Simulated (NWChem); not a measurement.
System: CClF₂, doublet; SMILES F[C](F)Cl

All runs: NWChem. Pople sets run with spherical d functions. Spin-unrestricted. In the optimisation the excess spin sits in a' (Cs, its own frame). No stability test was run on the SCF state. Each level has its own optimisation; frequencies are unscaled.

```json
[
 {"level": "BLYP/def2-SVP", "r C–F (Å)": "1.335", "r C–Cl (Å)": "[?]", "highest harmonic frequency (cm⁻¹)": "[?]", "lowest (cm⁻¹)": "[?]", "zero-point energy (kcal/mol)": "6.2", "dipole (D)": "[?]"},
 {"level": "UHF/STO-3G", "r C–F (Å)": "1.342", "r C–Cl (Å)": "1.816", "highest harmonic frequency (cm⁻¹)": "1544", "lowest (cm⁻¹)": "363", "zero-point energy (kcal/mol)": "7.3", "dipole (D)": "1.39"},
 {"level": "B3LYP/6-31G*", "r C–F (Å)": "1.325", "r C–Cl (Å)": "1.758", "highest harmonic frequency (cm⁻¹)": "1264", "lowest (cm⁻¹)": "356", "zero-point energy (kcal/mol)": "6.5", "dipole (D)": "0.13"}
]
```

**Question.** Some entries are withheld; supply them.

**Answer.** 
- BLYP/def2-SVP, r C–Cl (Å): 1.771
- BLYP/def2-SVP, highest harmonic frequency (cm⁻¹): 1187
- BLYP/def2-SVP, lowest (cm⁻¹): 347
- BLYP/def2-SVP, dipole (D): 0.24
